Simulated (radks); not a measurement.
Values are calculated unless marked as measured or tabulated.
Polarisability of the antimony ion Sb+, [Kr] 4d10 5s2 5p2, at imaginary frequency. Level of theory: non-relativistic Kohn-Sham, LDA (Slater exchange, Perdew-Wang correlation), spin-unpolarised, spherical densities, point nucleus; relativity is left out, which matters for an element this heavy (a radial shooting solver on a logarithmic mesh with Libxc functionals). Response by self-consistent Sternheimer equations with the Hartree and adiabatic LDA kernel.

| w (hartree) | alpha1(iw) (bohr^3) |
|---|---|
| 0.00266 | 26.39 |
| 0.0143 | 26.36 |
| 0.0360 | 26.15 |
| 0.0697 | 25.51 |
| 0.118 | 24.04 |
| 0.186 | 21.32 |
| 0.280 | 17.36 |
| 0.413 | 12.79 |
| 0.605 | 8.618 |
| 0.892 | 5.442 |
| 1.35 | 3.292 |
| 2.12 | 1.879 |
| 3.59 | 0.9306 |
| 6.94 | 0.3411 |
| 17.5 | 0.07531 |

Static values: alpha1 = 26.40 bohr^3 (3.911 angstrom^3; uncoupled 44.88). C6 = 219.5, triple-dipole C9 = 4106 atomic units. One-pole (London) frequency 4 C6 / (3 alpha1^2) = 0.420 hartree, against 0.450 for minus the highest occupied eigenvalue. The dipole shielding factor is 0.980, as the force sum rule N/Z = 0.980 demands.
